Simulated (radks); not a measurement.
Lu2+, 69 electrons, occupied as [Xe] 4f14 6s1.

Calculated with a radial shooting solver on a logarithmic mesh with Libxc functionals: scalar-relativistic Kohn-Sham, LDA (Slater exchange, VWN5 correlation), spin-polarised, spherical densities, point nucleus; open shells are filled with parallel spins first (spin-orbit coupling, left out, can overturn this in heavy ions).

Energy parts (hartree):
| part | energy |
|---|---|
| total | -14553.8243 |
| kinetic | 15901.1013 |
| electron-nucleus | -35831.1751 |
| Hartree | 5667.1424 |
| exchange-correlation | -290.8928 |

Orbitals (lengths in bohr, moments of r in powers of bohr; r(max) is where P^2 peaks):
\begin{tabular}{lrrrr}
orbital & occ. & eigenvalue (hartree) & <1/r> & r(max) \\ \hline
1s up & 1 & -2322.885 & 82.17 & 0.01214 \\
1s down & 1 & -2322.884 & 82.17 & 0.01214 \\
2s up & 1 & -395.9835 & 19.17 & 0.06935 \\
2s down & 1 & -395.9832 & 19.17 & 0.06935 \\
2p up & 3 & -348.5664 & 17.55 & 0.05661 \\
2p down & 3 & -348.5660 & 17.55 & 0.05661 \\
3s up & 1 & -90.20984 & 7.085 & 0.1959 \\
3s down & 1 & -90.20963 & 7.085 & 0.1959 \\
3p up & 3 & -75.98306 & 6.585 & 0.1932 \\
3p down & 3 & -75.98285 & 6.585 & 0.1932 \\
3d up & 5 & -58.87569 & 6.235 & 0.1573 \\
3d down & 5 & -58.87546 & 6.235 & 0.1573 \\
4s up & 1 & -18.44598 & 3.002 & 0.4462 \\
4s down & 1 & -18.44564 & 3.002 & 0.4462 \\
4p up & 3 & -13.77605 & 2.735 & 0.4672 \\
4p down & 3 & -13.77562 & 2.735 & 0.4672 \\
4d up & 5 & -7.68540 & 2.420 & 0.4808 \\
4d down & 5 & -7.68479 & 2.421 & 0.4808 \\
5s up & 1 & -2.89270 & 1.138 & 1.041 \\
5s down & 1 & -2.88959 & 1.139 & 1.041 \\
5p up & 3 & -1.80480 & 0.9454 & 1.192 \\
5p down & 3 & -1.79884 & 0.9486 & 1.191 \\
4f up & 7 & -1.00103 & 1.831 & 0.4679 \\
4f down & 7 & -0.99948 & 1.833 & 0.4678 \\
6s up & 1 & -0.67282 & 0.4183 & 2.725 \\
6s down & 0 & -0.63732 & 0.4176 & 2.710 \\
\end{tabular}

The highest occupied level is 6s up at -18.308 eV. Spin moment in Bohr magnetons: 1.
